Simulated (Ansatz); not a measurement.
Two members of one family ((NaBr)n off), computed with Ansatz in the gas phase. The two geometries come from different levels. HOMO and LUMO are taken over both spins. The structures are stationary points that may keep the symmetry of their start.

First: Na2Br3 (doublet, charge 0, PBE0-D4/def2-SVP geometry).

```xyz
5

Na    1.176    1.037    0.538
Na   -0.625   -1.428   -0.566
Br   -1.519    0.464    1.436
Br    2.013   -1.421   -0.112
Br   -1.045    1.347   -1.295
```

```csv
level,HOMO (eV),LUMO (eV),gap (eV)
PBE-D4/def2-SVP,-5.63,-5.09,0.54
PBE-D4/def2-TZVP,-5.84,-5.24,0.60
r2SCAN-D4/def2-TZVP,-6.12,-5.17,0.95
PBE0-D4/def2-SVP,-6.88,-4.35,2.54
PBE0-D4/def2-TZVP,-7.05,-4.44,2.60
```

Second: Na3Br4 (doublet, charge 0, r2SCAN-D4/def2-SVP geometry).

Cartesian coordinates in Å:
```
Na -1.0145 0.8659 -1.6942
Na 2.7433 0.0001 -0.2635
Na -0.6739 -0.8833 1.8478
Br -2.3889 -1.2965 -0.4106
Br 1.5479 1.0739 -2.3981
Br -2.1877 1.3546 0.8792
Br 1.9739 -1.1147 2.0394
```

Q: Estimate how these quantities change from the first to the second (second minus first).

A: 
```json
{"level": "PBE-D4/def2-SVP", "Δ HOMO (eV)": "-0.32", "Δ LUMO (eV)": "-0.42", "Δ gap (eV)": "-0.10"}
{"level": "PBE-D4/def2-TZVP", "Δ HOMO (eV)": "-0.31", "Δ LUMO (eV)": "-0.40", "Δ gap (eV)": "-0.09"}
{"level": "r2SCAN-D4/def2-TZVP", "Δ HOMO (eV)": "-0.33", "Δ LUMO (eV)": "-0.41", "Δ gap (eV)": "-0.08"}
{"level": "PBE0-D4/def2-SVP", "Δ HOMO (eV)": "-0.34", "Δ LUMO (eV)": "-0.44", "Δ gap (eV)": "-0.10"}
{"level": "PBE0-D4/def2-TZVP", "Δ HOMO (eV)": "-0.32", "Δ LUMO (eV)": "-0.41", "Δ gap (eV)": "-0.09"}
```
